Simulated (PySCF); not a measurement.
**C6H12AsP: core ionisation energies**

Species: C₆H₁₂AsP.
Bonds: C1–C2 (triple), C2–C3, C3–P4, P4–C5, P4–As6, As6–C7, As6–C8. Hydrogens: H9 on C1; H10, H11 on C3; H12, H13, H14 on C5; H15, H16, H17 on C7; H18, H19, H20 on C8.

The calculation used PySCF 2.14.0, delta-SCF UKS SCAN, pcX-2 on the ionised atom, pcseg-1 elsewhere, spin-free X2C. These are vertical core ionisation energies against the vacuum level, from separate self-consistent calculations with and without the core hole.

Give the core binding energies atom by atom.

```csv
atom(s),bonded to,level,binding energy (eV),2p1/2 (eV),above the level's lowest (eV),count
C1,C (triple bond) and H,C 1s,289.86,–,0.00,1
C2,C (triple bond) and C,C 1s,290.53,–,+0.67,1
C3,"C, 2 H and P",C 1s,291.06,–,+1.20,1
P4,2 C and As,P 2p3/2,135.63,136.53,0.00,1
P4,2 C and As,P 1s,2149.19,–,0.00,1
C5,3 H and P,C 1s,290.28,–,+0.42,1
C7/C8,3 H and As,C 1s,290.21,–,+0.35,2
```

The listed C 1s values span 1.20 eV, from C1 (bonded to C (triple bond) and H) to C3 (bonded to C, 2 H and P).

Give the binding energy of C 1s of C3 in hartree and in kJ/mol.

291.06 eV = 10.6963 Eh = 28083 kJ/mol.

Which effective nuclear charge Zeff reproduces each element's mean 1s value in the hydrogen-like formula E = 13.606 eV × Zeff²?

C (Z = 6): mean 290.4 eV, Zeff = 4.62, Z − Zeff = 1.38; P (Z = 15): mean 2149.2 eV, Zeff = 12.57, Z − Zeff = 2.43. Means run over the listed sites, weighted by atom count.

One atom of each set of topologically equivalent atoms was ionised and stands for the set; in this conformer not all members are related by symmetry, and their own values weren't computed. The unrestricted hole states depart most from a pure doublet (⟨S²⟩ = 0.75; over 0.85 named) for C 1s of C2 (0.87), which makes this value less certain. Spin–orbit and ligand-field terms were added within each 2p shell after the spin-free SCF. 2p1/2 minus 2p3/2 (ligand field included): P 0.89 eV. No level of arsenic is listed. One conformer (not necessarily the lowest) at the PBE0-D3(BJ)/def2-SVP geometry, without solvent, vibrations or thermal averaging.

Conformer computed: `[CH:1]#[C:2][CH2:3][P:4]([CH3:5])[As:6]([CH3:7])[CH3:8]`: C2–C3–P4–C5 68°, C3–P4–As6–C7 180°.
